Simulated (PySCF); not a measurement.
# What a mistake does to a calculation on CH4OSi2

Calculated results; nothing here was measured. They come from PySCF 2.14.0, an open-source quantum chemistry program, on an isolated molecule that a program drew, which may never have been made. The molecule is CH4OSi2 (charge 0, singlet), drawn as the SMILES string `C[Si](=O)[SiH]`.

Each row is a Hartree-Fock (HF) and frozen-core CCSD(T) single point in the cc-pV(D+d)Z basis, meant for a local HF minimum. Run 1 is clean. Each other run has one planted mistake out of seven kinds, and not every kind appears here: one electron removed, one electron added, multiplicity raised by two, geometry at a saddle point, minimal basis STO-3G, one bond length entered in bohr, all coordinates scaled. The reference is restricted for singlets and unrestricted otherwise, and also for a bond in bohr. Adding or removing an electron swaps singlet and doublet. Electrons count all cores. HOMO and LUMO are orbital energies over both spins, the gradient is its largest component, and the lowest frequency (negative if imaginary) is given only where the gradient is small. Bond lengths are over the 7 bonds as drawn. T1 is the CCSD diagnostic: over 0.02 (restricted) or 0.045 (unrestricted) a single reference is doubtful.

Geometry of the clean run:
```xyz
8
CH4OSi2, angstrom
C    -0.4900   -0.4885    2.7410
Si   -0.0266    0.0732    1.0222
O     1.2127    0.8629    0.6911
Si   -1.4927   -0.4183   -0.8066
H     0.2806   -0.2032    3.4596
H    -1.4415   -0.0369    3.0413
H    -0.6209   -1.5751    2.7677
H    -0.8012   -1.7502   -1.0192
```

```
run,electrons,basis functions,<S^2>,HOMO (eV),LUMO (eV),gradient (hartree/bohr),lowest frequency (cm^-1),mean bond (Å),longest bond (Å),T1,HF (hartree),CCSD(T) (hartree),mistake
1,46,94,0.000,-9.02,-0.31,3.7e-05,68,1.5093,2.395,0.0224,-692.87743,-693.44196,no fault
2,46,94,0.000,-8.93,-0.17,1.1e-01,-,1.4263,2.263,0.0204,-692.84933,-693.40257,all coordinates scaled
3,46,94,2.019,-8.68,-0.58,2.2e-02,-,1.5093,2.395,0.0293,-692.86066,-693.40846,multiplicity raised by two
4,46,32,0.000,-5.28,5.26,4.2e-02,-,1.5093,2.395,0.0200,-684.64940,-684.89477,?
```

**Which mistake was planted in run 4, and what did it cost?**

It has 32 basis functions where the clean run has 94, with the same electrons and geometry. So the mistake is: minimal basis STO-3G. Subtracting run 1 and multiplying by 627.51 kcal/mol a hartree, the energy moved by 5163.2 kcal/mol in HF and 5363.4 kcal/mol in CCSD(T).

Cautions from the logs. Run 1: T1 is over the limit, so its CCSD(T) energy is less reliable; run 2: T1 is over the limit, so its CCSD(T) energy is less reliable; run 4: T1 is over the limit, so its CCSD(T) energy is less reliable.
